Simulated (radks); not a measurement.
These are the eigenvalues of the occupied orbitals of an atom or ion with whole-number occupations (eV). All-electron calculation, non-relativistic Kohn-Sham, LDA (Slater exchange, Perdew-Wang correlation), spin-unpolarised, spherical densities, point nucleus. Program: a radial shooting solver on a logarithmic mesh with Libxc functionals.

orbital  eigenvalue
1s        -21329.08
2s        -3031.666
2p        -2808.538
3s        -550.7462
3p        -463.0854
3d        -301.1482
4s         -93.5256
4p         -67.0708
4d         -25.8464

Which element is it, and in what charge state? The configuration may be excited.

Answer. Z = 44, ruthenium, charge +2: Ru2+ in [Ar] 3d10 4s1 4p6 4d7. The list shows which subshells hold electrons but not how many an open one holds; the 1s level, -783.83 hartree, gives Z - s = 39.6 by -(Z - s)^2/2, which with screening narrows Z to a few neighbours, and the depths of the outer levels then fix element, charge and occupations together.
